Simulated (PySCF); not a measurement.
Compound: C8H10O.
Numbering: `[CH3:1][O:2][C:3]1=[CH:4][C@H:5]2[CH:6]=[CH:7][C@@H:8]1[CH2:9]2` (hydrogens: H10, H11, H12 on C1; H13 on C4; H14 on C5; H15 on C6; H16 on C7; H17 on C8; H18, H19 on C9)

Computed by this run: PBE0-D3(BJ)/def2-SVP geometry optimisation, gas phase (PySCF 2.14.0); density fitting, grid level 2; the optimiser is geomeTRIC in internal coordinates, started from a GFN2-xTB structure.

Step 0: E = -10484.4870 eV
```
atom  x, y, z in Å  |  force x, y, z in eV/Å
C1      2.3526    0.3829   -0.5841   -0.432  -0.285   0.150
O2      1.1958   -0.3242   -0.2012   -0.463   0.369  -0.124
C3      0.0499    0.3878   -0.2024    0.657  -0.781   0.465
C4     -0.2358    1.6563   -0.4907    0.096   0.506   0.145
C5     -1.7448    1.7993   -0.3284    0.176  -0.289  -0.028
C6     -2.3670    0.9330   -1.4147   -0.282   0.348   0.128
C7     -2.0726   -0.3257   -1.1264   -0.116  -0.355   0.250
C8     -1.2584   -0.3112    0.1584    0.191   0.157  -0.154
C9     -1.9536    0.8598    0.8733    0.038   0.013  -0.079
H10     3.1780   -0.3244   -0.5301    0.287  -0.154  -0.004
H11     2.2583    0.7640   -1.6058   -0.014   0.126  -0.293
H12     2.5404    1.2225    0.0925    0.063   0.257   0.187
H13     0.4025    2.4490   -0.8264    0.458   0.403  -0.249
H14    -2.1174    2.8169   -0.2527   -0.126   0.365   0.049
H15    -2.9028    1.3245   -2.2586   -0.303   0.148  -0.571
H16    -2.3027   -1.2189   -1.6750   -0.152  -0.496  -0.414
H17    -1.1494   -1.2565    0.6798    0.076  -0.355   0.205
H18    -1.4350    1.1885    1.7732    0.224   0.135   0.298
H19    -3.0023    0.6653    1.0970   -0.379  -0.113   0.039
```

Step 1: E = -10484.5613 eV
```
atom  x, y, z in Å  |  force x, y, z in eV/Å
C1      2.3396    0.3816   -0.5818    0.080   0.031  -0.031
O2      1.1854   -0.3253   -0.2134    0.108  -0.043   0.040
C3      0.0610    0.3885   -0.1789   -0.091   0.022  -0.098
C4     -0.2084    1.6735   -0.4705    0.010   0.030   0.019
C5     -1.7317    1.8001   -0.3331   -0.041   0.136   0.016
C6     -2.3848    0.9309   -1.4170   -0.025   0.028  -0.079
C7     -2.0939   -0.3400   -1.1238    0.000  -0.057  -0.075
C8     -1.2522   -0.3152    0.1569    0.021  -0.087   0.093
C9     -1.9516    0.8604    0.8743   -0.035   0.010   0.086
H10     3.1846   -0.3183   -0.5350   -0.031   0.004   0.002
H11     2.2518    0.7805   -1.6092   -0.014  -0.014   0.040
H12     2.5272    1.2272    0.1053   -0.022  -0.035  -0.014
H13     0.4571    2.4581   -0.8273   -0.016  -0.036  -0.015
H14    -2.1123    2.8281   -0.2523    0.008  -0.044   0.015
H15    -2.9252    1.3119   -2.2863    0.018  -0.019   0.032
H16    -2.3358   -1.2396   -1.6930    0.009   0.038   0.021
H17    -1.1354   -1.2691    0.6889   -0.001   0.041  -0.011
H18    -1.4273    1.1953    1.7827   -0.002  -0.005  -0.025
H19    -3.0126    0.6601    1.0911    0.023  -0.001  -0.016
```

**Question.** Estimate the geometry and energy of step 2. (The exact step hangs on the optimiser's Hessian estimate; all steps are aligned on step 1, rigid shifts and turns removed.)

**Answer.** E = -10484.5625 eV, largest force 0.064 eV/Å
```
atom  x, y, z in Å  |  force x, y, z in eV/Å
C1      2.3460    0.3788   -0.5783    0.008   0.022  -0.013
O2      1.1876   -0.3243   -0.2154   -0.009   0.005   0.022
C3      0.0609    0.3905   -0.1864   -0.059   0.006  -0.024
C4     -0.2142    1.6751   -0.4767    0.054   0.012   0.025
C5     -1.7375    1.8032   -0.3321    0.004  -0.008  -0.003
C6     -2.3897    0.9322   -1.4171    0.004  -0.017   0.005
C7     -2.0933   -0.3387   -1.1260   -0.018   0.006  -0.007
C8     -1.2506   -0.3143    0.1562    0.000  -0.007   0.018
C9     -1.9510    0.8611    0.8761   -0.001  -0.008   0.003
H10     3.1860   -0.3258   -0.5314   -0.005  -0.002  -0.002
H11     2.2606    0.7819   -1.6030    0.002   0.001   0.003
H12     2.5327    1.2194    0.1133    0.000   0.000   0.001
H13     0.4485    2.4579   -0.8400    0.008  -0.003  -0.017
H14    -2.1197    2.8290   -0.2476    0.006  -0.005   0.007
H15    -2.9324    1.3113   -2.2842    0.001  -0.002  -0.001
H16    -2.3334   -1.2370   -1.6955    0.001   0.001  -0.002
H17    -1.1306   -1.2663    0.6886   -0.003   0.002  -0.003
H18    -1.4242    1.1967    1.7820    0.005   0.000  -0.005
H19    -3.0103    0.6580    1.0951    0.000  -0.004  -0.006
```

The energy changes by -0.0011 eV. The first-order estimate −F·Δx gives -0.0026 eV and the mean of the old and new forces, exact on a quadratic surface, -0.0012 eV. The step makes an angle of 77° with the force vector and moves no atom by more than 0.015 Å.

The cost below is that of the whole optimisation. The run took 65 s of wall time on Intel Xeon 6975P-C, one thread, no GPU (shared host), and the process peaked at 0.81 GiB of memory.
